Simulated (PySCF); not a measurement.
Exercise with solution: entropy of an ideal gas

CH3Se, SMILES [Se]C (connectivity only; charge and spin as stated), charge -1, multiplicity 1.

Geometry: PBE0-D3(BJ)/def2-TZVPD. The multiplicity is an assumed one; other spin states were not compared. The isomer is the one that the SMILES or the coordinates give; other isomers of the formula were not compared.

PBE0-D3(BJ)/def2-TZVPD in PySCF gives the harmonic wavenumbers 595, 866, 866, 1255, 1463, 1463, 3012, 3080, 3080 cm⁻¹ and the rotational temperatures 7.6664, 0.4402, 0.4402 K. The molar mass is 94.01 g/mol, the symmetry number 3, the spin multiplicity 1.

Work out the entropy at 298.15 K and 1 atm in the rigid-rotor, harmonic-oscillator model.


Translation (Sackur–Tetrode at 1 atm): S = R[1.5 ln M + 2.5 ln T − 1.16487] = 165.4 J/(mol K).
Rotation: q = (√π/σ) T^1.5/√(θA θB θC) = 2500, S = R[ln q + 3/2] = 77.5 J/(mol K).
Vibration: with u = 1.4388 ν/T, each mode gives R[u/(e^u − 1) − ln(1 − e^−u)]:
```csv
ν (cm⁻¹),modes,u,S (J/(mol K))
595,1,2.87,1.92
866,2,4.18,1.34
1255,1,6.06,0.14
1463,2,7.06,0.12
```
The stiffer modes add less than 0.005 each. Sum 3.5 J/(mol K).
Spin: R ln 1 = 0.0 J/(mol K).
Total 246.4 J/(mol K); the program's own thermochemistry gives 246.4. Translation makes up 67 % and vibration 1 %. Anharmonicity, hindered rotation and orbital degeneracy are left out.
